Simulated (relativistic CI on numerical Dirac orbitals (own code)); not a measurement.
Electric-dipole lines of Cs¹⁵⁺

These numbers are calculated, not measured: Dirac-Coulomb-Breit CI, separate exchange-only KLI orbitals for each configuration, model QED (radiative potential, 1s self-energy scaled to tabulated hydrogen-like ionisation energies), unscaled Slater integrals (own radial code, finite nucleus).

Configurations in the expansion (outside the closed core [Ar] 3d10): 4s2.4p6.4d4, 4s2.4p5.4d5, 4s2.4p6.4d3.4f, 4s.4p6.4d5, 4s2.4p6.4d3.5s, 4s2.4p5.4d4.4f, 4s2.4p6.4d3.5p, 4s.4p6.4d4.4f, 4s2.4p6.4d2.4f.5s, 4s2.4p6.4d3.5d, 4s2.4p6.4d2.5s.5p, 4s2.4p5.4d4.5s, 4s2.4p6.4d3.5f, 4s2.4p6.4d3.6s, 4s2.4p6.4d3.6p, 4s2.4p5.4d4.5d, 4s2.4p6.4d3.6f, 4s2.4p6.4d3.7s, 4s2.4p6.4d3.7p, 4s.4p6.4d4.5p, 4p6.4d6, 4p5.4d7, 4p5.4d6.4f, 4s2.4p6.4d2.5s2, 4s2.4p6.4d.4f.5s2, 4s2.4p5.4d2.4f.5s2, 4s2.4p6.4d.5s2.5p. Double excitations out of closed p, d and f shells are left out; levels of such configurations are missing from the list, as are those of other unlisted configurations, and high levels can miss mixing partners. These lack a partner that the ground configuration has and come out too high: 4s2.4p5.4d4.5s, 4s2.4p5.4d4.5d.

| λ vac (nm) | Lower | Upper | A (s⁻¹) | gf | Branching (%) |
| --- | --- | --- | --- | --- | --- |
| 9.5182 | 4s2.4p6.4d4 5D_2 [3] | 4s2.4p5.4d5 5P°_2 [399] | 5.75e+11 | 3.91e+00 | 33.6 |
| 9.5530 | 4s2.4p6.4d4 5D_1 [2] | 4s2.4p6.4d3.4f 5F°_2 [391] | 4.29e+11 | 2.93e+00 | 26.5 |
| 9.5665 | 4s2.4p6.4d4 5D_2 [3] | 4s2.4p6.4d3.4f 5F°_3 [395] | 9.52e+11 | 9.14e+00 | 58.1 |
| 9.5742 | 4s2.4p6.4d4 5D_3 [4] | 4s2.4p6.4d3.4f 5F°_4 [400] | 1.32e+12 | 1.63e+01 | 80.6 |
| 9.5779 | 4s2.4p6.4d4 5D_3 [4] | 4s2.4p5.4d5 5P°_2 [399] | 9.50e+11 | 6.54e+00 | 55.5 |
| 9.6140 | 4s2.4p6.4d4 5D_1 [2] | 4s2.4p6.4d3.4f 5F°_1 [384] | 6.86e+11 | 2.85e+00 | 43.3 |
| 9.6207 | 4s2.4p6.4d4 5D_4 [5] | 4s2.4p6.4d3.4f 5F°_4 [400] | 2.47e+11 | 3.08e+00 | 15.1 |
| 9.6236 | 4s2.4p6.4d4 5D_2 [3] | 4s2.4p6.4d3.4f 5F°_2 [391] | 9.33e+11 | 6.48e+00 | 57.7 |
| 9.6268 | 4s2.4p6.4d4 5D_3 [4] | 4s2.4p6.4d3.4f 5F°_3 [395] | 6.22e+11 | 6.05e+00 | 38.0 |
| 9.6503 | 4s2.4p6.4d4 5D_1 [2] | 4s2.4p5.4d5 3F°_2 [381] | 4.60e+11 | 3.21e+00 | 60.6 |
| 9.6530 | 4s2.4p6.4d4 5D_2 [3] | 4s2.4p6.4d3.4f 5D°_3 [387] | 4.80e+11 | 4.70e+00 | 33.9 |
| 9.6543 | 4s2.4p6.4d4 5D_1 [2] | 4s2.4p5.4d5 3F°_2 [380] | 4.72e+11 | 3.30e+00 | 65.5 |
| 9.6702 | 4s2.4p6.4d4 5D_1 [2] | 4s2.4p5.4d5 5P°_1 [379] | 6.51e+11 | 2.74e+00 | 41.6 |
| 9.6825 | 4s2.4p6.4d4 5D_0 [1] | 4s2.4p6.4d3.4f 5D°_1 [369] | 1.14e+12 | 4.79e+00 | 80.6 |
| 9.6855 | 4s2.4p6.4d4 5D_2 [3] | 4s2.4p6.4d3.4f 5F°_1 [384] | 6.83e+11 | 2.88e+00 | 43.1 |
| 9.7069 | 4s2.4p6.4d4 5D_1 [2] | 4s2.4p6.4d3.4f 5D°_0 [376] | 1.45e+12 | 2.05e+00 | 99.3 |
| 9.7115 | 4s2.4p6.4d4 5D_4 [5] | 4s2.4p6.4d3.4f 5D°_4 [393] | 1.22e+12 | 1.55e+01 | 84.3 |
| 9.7143 | 4s2.4p6.4d4 5D_3 [4] | 4s2.4p6.4d3.4f 5D°_3 [387] | 4.61e+11 | 4.56e+00 | 32.5 |
| 9.7425 | 4s2.4p6.4d4 5D_2 [3] | 4s2.4p5.4d5 5P°_1 [379] | 8.18e+11 | 3.49e+00 | 52.3 |
| 9.7622 | 4s2.4p6.4d4 5D_4 [5] | 4s2.4p6.4d3.4f 5D°_3 [387] | 4.28e+11 | 4.29e+00 | 30.2 |

Terms are leading LS components. Brackets give the number of a level in order of energy, since labels repeat. The list gives strong lines, with weight on those to low levels, without lines whose two gauges differ by over a factor of 2.5, among the lowest 400 of 9521 levels, so that lines to higher ones, which can be the strongest, are missing. Levels whose partners in the same complex of configurations lie outside the list can be far off, and so can their lines. Rates are taken at the computed energies, electric ones in the length gauge.

At this charge energies of transitions that change n are usually good to better than 1 %, and those within a shell (Δn = 0) to a few per cent. Terms inside the open d or f shell come out 10 to 20 % too wide with unscaled integrals. Levels and lines within the n = 5 or 6 shells can be off by up to 10 % or somewhat more, and those that change n by about 2 %, since core polarisation is missing.

LS names give the leading component of a level, which can be under half, so a name can repeat, a term be missing and a line seem to break the LS rules.
